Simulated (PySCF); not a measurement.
Species: C6H11NSi2.
Structure used (PBE0-D3(BJ)/def2-SVP), in Å, numbered top down from 1:
```
atom  x, y, z in Å
C1    -1.8667   -0.7079   -0.8342
C2    -1.7581    0.2442    0.3554
C3    -1.6367    1.7054   -0.0767
Si4   -0.3243   -0.2282    1.4801
C5    -0.5662   -1.9922    2.0334
N6    -0.7646   -3.0877    2.3586
C7     1.2666   -0.1546    0.5768
C8     2.3028   -0.0806   -0.0710
Si9    3.8658    0.0185   -1.0350
H10   -2.7304   -0.4419   -1.4649
H11   -0.9663   -0.6563   -1.4678
H12   -1.9937   -1.7545   -0.5176
H13   -2.6589    0.1318    0.9879
H14   -0.7271    1.8693   -0.6773
H15   -2.4983    1.9975   -0.6991
H16   -1.5998    2.3944    0.7817
H17   -0.2507    0.6064    2.7104
H18    5.0023   -0.4052   -0.1690
H19    3.7649   -0.8803   -2.2199
H20    4.0688    1.4256   -1.4848
```

Computed with PySCF at PBE0/pcSseg-1, non-relativistic, on one gas-phase PBE0-D3(BJ)/def2-SVP geometry that isn't relaxed in the solvent. The solvent is an IEF-PCM continuum (cavity from Bondi-type radii × 1.2). Only the electrostatic response of the medium enters.

```csv
run,E − E(gas) (kcal/mol),HOMO (eV),HOMO–LUMO gap (eV),dipole (D)
gas,0.00,-8.33,7.15,4.10
P,-5.33,-8.17,7.03,5.18
Q,-5.10,-8.18,7.04,5.13
```

**Question.** The runs were made in acetone and dimethylsulfoxide. Which run belongs to which solvent?

**Answer.** P = dimethylsulfoxide, Q = acetone. The dielectric constants are 20.49 (acetone), 46.83 (dimethylsulfoxide), and the energy falls further as ε rises. In this model the ground state sees the solvent through ε alone.

**Question.** How constant is the ratio of the lowering to (ε − 1)/(2ε + 1)?

**Answer.** 
```json
{"solvent": "acetone", "(ε − 1)/(2ε + 1)": "0.464", "E − E(gas) (kcal/mol)": "-5.10", "ratio (kcal/mol)": "-11.0", "polarisation term (kcal/mol)": "-6.05"}
{"solvent": "dimethylsulfoxide", "(ε − 1)/(2ε + 1)": "0.484", "E − E(gas) (kcal/mol)": "-5.33", "ratio (kcal/mol)": "-11.0", "polarisation term (kcal/mol)": "-6.37"}
```

The ratio changes by +0.2 % in size from acetone to dimethylsulfoxide. The polarisation term is half the interaction of the solute with the induced surface charges.

The run took 83 s on one thread, Arm Neoverse N1 (aarch64), shared host, and the process peaked at 1.2 GiB of memory. This is the whole shielding run at PBE0/pcSseg-1 in dimethylsulfoxide, SCF included.
